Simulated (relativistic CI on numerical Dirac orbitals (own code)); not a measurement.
# Fe6+: M2,3 absorption edge

Computed with this model: Dirac-Coulomb-Breit CI, orbitals from a KLI potential per configuration, model QED, valence Slater integrals scaled by 0.8, multiplet model of core-to-valence dipole absorption; configurations [Ar] 3d2 → [Ne] 3s2 3p5 3d3; 80 K; Lorentzian 0.8 eV and Gaussian 0.3 eV FWHM. Energies are those of the free ion, without screening or charge transfer. The branching ratio is the share of the lower-energy edge in the whole absorption, uncertain by about 0.02 where the edges overlap. S is read from ⟨S²⟩ = S(S + 1).

Field parameters in Wybourne normalisation: D3d B²₀ = −7Dσ, B⁴₀ = −14Dq − 21Dτ, B⁴₃ = −14√(10/7) Dq. The field is a parameter set, without covalency.

free ion: ground-state S = 1.00, centroid 69.11 eV. Peaks (eV, height): 60.2 (14), 63.9 (60), 68.4 (17), 70.7 (100), 74.6 (61).

D3d, 10Dq = 29700, Dσ = -1200, Dτ = 160 cm⁻¹: ground-state S = 1.00, centroid 69.56 eV. Peaks (eV, height): 58.5 (7), 60.0 (6), 64.4 (18), 66.3 (60), 72.7 (100), 74.7 (18), 77.7 (21), 78.7 (14).

D3d, 10Dq = 29700, Dσ = -860, Dτ = 160 cm⁻¹: ground-state S = 1.00, centroid 69.54 eV. Peaks (eV, height): 59.9 (6), 64.4 (17), 66.2 (53), 72.7 (100), 74.5 (15), 77.6 (19), 78.7 (12).

D3d, 10Dq = 29700, Dσ = -510, Dτ = 160 cm⁻¹: ground-state S = 1.00, centroid 69.53 eV. Peaks (eV, height): 60.0 (6), 64.4 (16), 66.3 (54), 72.7 (100), 77.6 (19), 78.7 (10).

Strongest unbroadened transitions for D3d, 10Dq = 29700, Dσ = -860, Dτ = 160 cm⁻¹:

| Energy (eV) | Relative strength |
| --- | --- |
| 65.96 | 38.5 |
| 65.97 | 29.2 |
| 65.99 | 33.4 |
| 66.05 | 61.1 |
| 66.36 | 24.8 |
| 66.66 | 52.0 |
| 66.70 | 27.6 |
| 71.62 | 35.1 |
| 71.68 | 28.4 |
| 71.77 | 33.7 |
| 72.60 | 100.0 |
| 72.63 | 24.3 |
| 72.67 | 88.6 |
| 72.76 | 48.9 |
| 72.78 | 96.0 |
| 73.06 | 32.7 |
| 73.11 | 40.4 |
| 77.59 | 59.7 |
